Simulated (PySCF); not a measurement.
Zr(Cl)2(OH) (Cl2HOZr), SMILES [Cl][Zr]([OH])[Cl] (connectivity only; charge and spin as stated), neutral, multiplicity 2. Atoms are numbered in the order given.

```xyz
5

Zr     0.0000     0.0000     0.2548
Cl     0.0000     2.0662    -0.8991
Cl     0.0000    -2.0662    -0.8991
O      0.0000     0.0000     2.1577
H      0.0000     0.0000     3.1186
```
Charge 0, spin multiplicity 2.

Geometry optimised at B3LYP-D3(BJ)/def2-SVP. The spin state was assumed, not searched. The isomer is the one that the SMILES or the coordinates give; other isomers of the formula were not compared. The def2 effective core potentials stand for the cores of Zr; spin–orbit coupling is left out. The values are those of a single conformer.

Method: CAM-B3LYP/def2-TZVPD (PySCF).

Mulliken values depend strongly on the basis, most of all with diffuse functions as here. ESP charges are fitted to the potential on shells at 1.4 to 2.0 van der Waals radii. Atomic charges (e):

```json
[
 {"atom": "Zr1", "ESP fit": "0.71", "Mulliken": "1.48", "Mulliken spin": "1.03"},
 {"atom": "Cl2", "ESP fit": "-0.26", "Mulliken": "-0.50", "Mulliken spin": "-0.01"},
 {"atom": "Cl3", "ESP fit": "-0.26", "Mulliken": "-0.50", "Mulliken spin": "-0.01"},
 {"atom": "O4", "ESP fit": "-0.61", "Mulliken": "-0.77", "Mulliken spin": "0.00"},
 {"atom": "H5", "ESP fit": "0.42", "Mulliken": "0.29", "Mulliken spin": "0.00"}
]
```
